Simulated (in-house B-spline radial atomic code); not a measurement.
Configurations of the tellurium ion Te⁴⁺, with energies counted from [Kr] 4d10 5s2. All numbers are computed (Dirac-Hartree-Fock, average of configuration; Fermi nucleus of rms radius 4.7423 fm) with an all-electron radial atomic-structure program (B-spline basis), not measured. Energies include first-order Breit, QED and recoil terms.

Occupations are held fixed; configurations that lie above the ionisation limit could autoionise.

```json
{"configuration": "[Kr] (4d3/2)3 (4d5/2)6 5s2 (9p3/2)1", "E - E(ref) (eV)": "87.236", "highest orbital": "9p3/2", "its <r> (bohr)": "13.81"}
{"configuration": "[Ar] 3d10 4s2 (4p1/2)2 (4p3/2)3 4d10 5s2 9s1", "E - E(ref) (eV)": "166.06", "highest orbital": "9s1/2", "its <r> (bohr)": "12.74"}
{"configuration": "[Ar] 3d10 4s2 (4p1/2)2 (4p3/2)3 4d10 5s2 (8g7/2)1", "E - E(ref) (eV)": "168.76", "highest orbital": "8g7/2", "its <r> (bohr)": "17.06"}
{"configuration": "[Ar] 3d10 4s2 (4p1/2)1 (4p3/2)4 4d10 5s2 (9d3/2)1", "E - E(ref) (eV)": "177.65", "highest orbital": "9d3/2", "its <r> (bohr)": "15.82"}
{"configuration": "[Ar] (3d3/2)3 (3d5/2)6 4s2 4p6 4d10 5s2 (6g7/2)1", "E - E(ref) (eV)": "628.88", "highest orbital": "6g7/2", "its <r> (bohr)": "8.714"}
{"configuration": "[Ar] (3d3/2)3 (3d5/2)6 4s2 4p6 4d10 5s2 (8g9/2)1", "E - E(ref) (eV)": "633.04", "highest orbital": "8g9/2", "its <r> (bohr)": "17.07"}
```

(1) Order these further configurations by energy, lowest first.
A. [Ar] 3d10 4s2 (4p1/2)1 (4p3/2)4 4d10 5s2 (6g9/2)1
B. [Kr] (4d3/2)4 (4d5/2)5 5s2 (9g9/2)1
C. [Kr] 4d10 5s1 (7p1/2)1
D. [Kr] 4d10 5s1 (7d5/2)1
E. [Kr] (4d3/2)3 (4d5/2)6 5s2 (8d5/2)1

(2) How far above the reference does [Ar] 3d10 4s2 (4p1/2)1 (4p3/2)4 4d10 5s2 6s1 lie?

Results:

(1) C (41.454 eV), D (44.601 eV), E (86.211 eV), B (88.87 eV), A (174.39 eV).

(2) 155.44 eV; its least bound orbital is 6s1/2 with <r> = 3.693 bohr.
